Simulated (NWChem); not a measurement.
# CH2N cation; SMILES [NH+]#C

```xyz
4

C     -0.0003     0.5958     0.0000
N      0.0005    -0.5327     0.0000
H     -0.0008     1.6789     0.0000
H      0.0030    -1.5477     0.0000
```
Atoms are numbered in this order, from 1.

Level: PBE0-D3(BJ)/def2-TZVP (NWChem), optimised geometry, unscaled harmonic frequencies. 

### Question
List the harmonic frequencies with IR intensities, and the thermochemistry.

### Answer
| frequency (cm⁻¹) | IR intensity (km/mol) |
|---|---|
| 686 | 128.6 |
| 816 | 5.0 |
| 844 | 60.0 |
| 2268 | 29.7 |
| 3324 | 373.3 |
| 3651 | 415.2 |

```json
{
  "zero_point_energy": "16.6 kcal/mol",
  "thermal correction to the enthalpy at 298.15 K (with zero-point energy)": "19.1 kcal/mol",
  "heat capacity Cv": "8.0 cal/(mol K)",
  "entropy at 298.15 K and 1 atm (symmetry number 1)": "40.5 cal/(mol K)"
}
```

Rigid rotor and harmonic oscillator.
